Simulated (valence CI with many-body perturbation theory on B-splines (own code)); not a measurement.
# Level structure of Tm20+

Computed by configuration interaction combined with many-body perturbation theory (CI+MBPT): three valence electrons over a frozen Dirac-Fock core [Kr] 4d10, radial functions for each j: 7 s, 7 p, 7 d, 7 f, 4 g, 2 h, with the one-electron correlation potential Σ1, the two-electron term Σ2, the three-electron term Σ3, Breit, model QED; selected CI, second order for the rest, scaled by the run's own slope (own B-spline code, finite nucleus).

No measured spectrum was set against this ion. As an estimate, terms of the open shell hold to a few per cent of their energy, and close levels can change places. The list stops below the first excitations out of the core.

Levels 91 to 135 of 136, with energies above the lowest level, (4f5/2^3) J=9/2. "Leading %" is the weight of the configuration and term that name the level; weights of strongly mixed levels are sums over their largest components and can fall short. In the jj column 3d3/2^4 stands for four electrons in 3d with j = 3/2.

```tsv
No.	Configuration	Term	J	E (eV)	Leading %	Second component	Leading jj
91	4f2 5p	2P°	1/2	104.27	94	4 % 4f2 5p 4D°	4f7/2^2 5p1/2 (68 %)
92	4f2 5p	4I°	11/2	104.59	41	35 % 4f2 5p 4H°	4f5/2^2 5p3/2 (57 %)
93	4f2 5p	4G°	5/2	105.04	81	12 % 4f2 5p 2F°	4f5/2^2 5p3/2 (93 %)
94	4f2 5p	4G°	9/2	105.38	37	33 % 4f2 5p 2H°	4f5/2 4f7/2 5p3/2 (98 %)
95	4f2 5p	4F°	3/2	105.66	45	29 % 4f2 5p 4D°	4f5/2^2 5p3/2 (81 %)
96	4f2 5p	4D°	1/2	105.95	89	10 % 4f2 5p 2P°	4f5/2^2 5p3/2 (71 %)
97	4f2 5p	2H°	11/2	105.96	43	31 % 4f2 5p 2I°	4f5/2 4f7/2 5p3/2 (63 %)
98	4f2 5p	4I°	13/2	105.98	65	31 % 4f2 5p 4H°	4f5/2 4f7/2 5p3/2 (81 %)
99	4f2 5p	4F°	5/2	106.35	52	20 % 4f2 5p 4D°	4f5/2^2 5p3/2 (57 %)
100	4f2 5p	4G°	7/2	106.49	44	18 % 4f2 5p 2G°	4f5/2 4f7/2 5p3/2 (50 %)
101	4f2 5p	4G°	11/2	106.49	38	32 % 4f2 5p 2I°	4f5/2 4f7/2 5p3/2 (60 %)
102	4f2 5p	4F°	7/2	106.73	40	21 % 4f2 5p 4G°	4f5/2 4f7/2 5p3/2 (90 %)
103	4f2 5p	4D°	3/2	107.28	57	34 % 4f2 5p 2D°	4f5/2 4f7/2 5p3/2 (96 %)
104	4f2 5p	2G°	7/2	107.35	38	36 % 4f2 5p 2F°	4f5/2 4f7/2 5p3/2 (73 %)
105	4f2 5p	4F°	9/2	107.42	32	24 % 4f2 5p 2G°	4f5/2 4f7/2 5p3/2 (94 %)
106	4f2 5p	4I°	15/2	107.54	98		4f7/2^2 5p3/2 (76 %)
107	4f2 5p	2F°	5/2	107.63	40	29 % 4f2 5p 4D°	4f5/2 4f7/2 5p3/2 (91 %)
108	4f2 5p	2G°	9/2	107.77	47	45 % 4f2 5p 4G°	4f5/2 4f7/2 5p3/2 (87 %)
109	4f2 5p	2I°	13/2	107.87	62	32 % 4f2 5p 4H°	4f7/2^2 5p3/2 (56 %)
110	4f2 5p	2F°	5/2	108.22	60	13 % 4f2 5p 2D°	4f5/2 4f7/2 5p3/2 (77 %)
111	4f2 5p	4G°	11/2	108.28	53	35 % 4f2 5p 2H°	4f5/2 4f7/2 5p3/2 (58 %)
112	4f2 5p	2G°	7/2	108.46	50	22 % 4f2 5p 4F°	4f5/2 4f7/2 5p3/2 (80 %)
113	4f2 5p	2G°	9/2	108.58	54	20 % 4f2 5p 4F°	4f7/2^2 5p3/2 (86 %)
114	4f2 5p	2H°	11/2	109.40	56	33 % 4f2 5p 4G°	4f7/2^2 5p3/2 (89 %)
115	4f2 5p	2F°	5/2	109.75	50	29 % 4f2 5p 2D°	4f7/2^2 5p3/2 (92 %)
116	4f2 5p	2F°	7/2	110.16	51	19 % 4f2 5p 2G°	4f7/2^2 5p3/2 (81 %)
117	4f2 5p	2P°	1/2	110.18	40	31 % 4f2 5p 2S°	4f5/2 4f7/2 5p3/2 (78 %)
118	4f2 5p	4S°	3/2	110.42	27	21 % 4f2 5p 2D°	4f5/2 4f7/2 5p3/2 (65 %)
119	4f2 5p	2G°	9/2	110.49	65	20 % 4f2 5p 4F°	4f7/2^2 5p3/2 (75 %)
120	4f2 5p	2I°	13/2	110.80	60	39 % 4f2 5p 2K°	4f5/2 4f7/2 5p3/2 (74 %)
121	4f2 5p	2F°	7/2	111.04	61	22 % 4f2 5p 4D°	4f5/2 4f7/2 5p3/2 (71 %)
122	4f2 5p	4P°	3/2	111.61	32	26 % 4f2 5p 2D°	4f7/2^2 5p3/2 (43 %)
123	4f2 5p	2D°	5/2	111.94	64	14 % 4f2 5p 2F°	4f5/2 4f7/2 5p3/2 (60 %)
124	4f2 5p	2H°	11/2	111.98	55	42 % 4f2 5p 2I°	4f5/2 4f7/2 5p3/2 (64 %)
125	4f2 5p	2P°	1/2	112.16	51	23 % 4f2 5p 4P°	4f7/2^2 5p3/2 (68 %)
126	4f2 5p	4D°	5/2	112.64	49	27 % 4f2 5p 4P°	4f5/2 4f7/2 5p3/2 (97 %)
127	4f2 5p	2D°	3/2	112.87	65	18 % 4f2 5p 4D°	4f5/2 4f7/2 5p3/2 (49 %)
128	4f2 5p	2K°	15/2	113.22	98		4f5/2 4f7/2 5p3/2 (76 %)
129	4f2 5p	4D°	7/2	113.31	66	29 % 4f2 5p 2F°	4f7/2^2 5p3/2 (87 %)
130	4f 5s2	2F°	5/2	113.79	99		4f5/2 5s^2 (99 %)
131	4f2 5p	2H°	9/2	114.31	97		4f5/2 4f7/2 5p3/2 (72 %)
132	4f2 5p	2D°	5/2	114.60	48	44 % 4f2 5p 4P°	4f7/2^2 5p3/2 (80 %)
133	4f2 5p	2P°	1/2	114.88	85	11 % 4f2 5p 4D°	4f5/2 4f7/2 5p3/2 (79 %)
134	4f2 5p	2P°	3/2	115.06	58	22 % 4f2 5p 2D°	4f7/2^2 5p3/2 (56 %)
135	4f 5s2	2F°	7/2	115.88	99		4f7/2 5s^2 (99 %)
```

Where two levels of one J and parity lie close, their mixing, g and order are uncertain.
